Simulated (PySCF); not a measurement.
C5H8S, SMILES C=CC1CSC1.

Coordinates come from a B3LYP-D3(BJ)/def2-SVP optimisation. One conformer was computed; it need not be the lowest.

Two levels are set side by side: PBE/def2-TZVP (PySCF) and M06-2X/def2-TZVP (PySCF). Same geometry, gas phase. Differences are taken from unrounded values.

```csv
quantity,M06-2X,PBE,PBE minus M06-2X
orbital gap (eV),7.91,3.58,-4.32
highest occupied level (eV),-7.55,-5.10,2.44
lowest empty level (eV),0.36,-1.52,-1.88
dipole moment (D),1.85,1.78,-0.07
mean polarisability (bohr³),77.2,79.8,2.6
```

Without exact exchange PBE keeps part of each electron's self-repulsion, which lifts occupied levels and narrows the gap. PBE's more diffuse valence density responds more strongly to a field. Differences between two approximate levels are no errors against the true value.

Rough cost on one machine, each run with all the roots and properties that it gave: M06-2X against PBE about 3 times.
